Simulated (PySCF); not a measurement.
Electron correlation in Nb²⁺ (niobium, charge +2)

[Kr] 4d2 5s1, high-spin 4F determinant (an excited configuration). Computed with PySCF 2.14 in aug-cc-pVTZ-PP with one added diffuse shell each of s, p, d, f, g type with ECP28MDF (7s7p6d4f3g, 113 functions), with scalar relativity through the core potential. Frozen: 4s2 4p6; 3 electrons correlated.

MP2 pair energies summed by pair of shells (mhartree):

```
 pair  energy  share (%)
4d-5s   -8.89       71.1
4d-4d   -3.62       28.9
```

Total MP2 correlation energy: -12.51 mhartree.

Same-spin part -12.51 and opposite-spin part 0.00 mhartree; SCS-MP2 scales them by 1/3 and 6/5 to -4.17 mhartree.
